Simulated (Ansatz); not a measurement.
BGaH₂O. Charge 0, multiplicity 1. Correlated methods include outer-core shells of Ga, which these sets cover unevenly. Scalar relativity is left out up to krypton. The bonds changed during the relaxation, so this is another structure than the one it started from.

Cartesian coordinates in Å:
```
B 0.460 0.387 0.262
O -0.488 -0.412 -0.232
Ga -1.748 -1.473 -1.002
H 0.635 0.447 1.455
H 1.140 1.051 -0.484
```

Problem. Give the diagnostics of a CCSD(T)/def2-TZVPP run (frozen core, Ansatz 0.2.0). (An estimate is asked.)

Solution. Computed: T1 = 0.0161, largest single amplitude 0.032, largest double 0.090, (T) share of the correlation energy 3.9 %, 10 CCSD cycles. The RHF solution is stable towards an unrestricted one. T1 lies under the customary mark of 0.02 for closed shells.
